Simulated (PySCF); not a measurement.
A GIAO shielding run with PySCF (density fitting, non-relativistic, gas phase) on `C[C@@H]([SiH3])[C@](C)(CF)CCl`, C$_{6}$H$_{14}$ClFSi:

```
$ OMP_NUM_THREADS=1 python probes_run.py task.json out

{"job": {"kind": "nmr", "xc": "PBE0", "basis": "pcSseg-1"}, "charge": 0, "multiplicity": 1}
C     -1.585729    -1.194303     0.464493
C     -0.908111     0.030196    -0.155553
Si    -1.517803     1.592499     0.781248
C      0.621341    -0.123131    -0.280457
C      1.019039    -1.493487    -0.846799
C      1.317405     0.027587     1.077361
F      1.228103     1.315475     1.551117
C      1.192309     0.968497    -1.195069
Cl     0.576564     0.845296    -2.858538
H     -2.654476    -1.011834     0.555079
H     -1.202890    -1.401103     1.461849
H     -1.457313    -2.085256    -0.146376
H     -1.284352     0.108426    -1.181184
H     -0.835591     2.813292     0.361589
H     -1.389320     1.386959     2.222179
H     -2.939181     1.709618     0.437991
H      2.080413    -1.507408    -1.089024
H      0.826380    -2.285110    -0.128162
H      0.461413    -1.697467    -1.756895
H      2.385741    -0.200676     1.001487
H      0.856818    -0.615364     1.831612
H      2.278359     0.883473    -1.261530
H      0.926130     1.960806    -0.836339
```

Hardware: 1 thread of an Arm Neoverse N1, shared host. The job also computes population analyses, field gradients.

(1) How large is the calculation?

(2) How long does it take, and how much memory does it need?

## Answers

(1) 90 electrons, 237 basis functions and 1273 auxiliary functions.

(2) 110 s of wall time, with 14 SCF cycles and 4 response iterations; peak memory 1.1 GiB. Times on a shared host scatter by some tens of per cent.
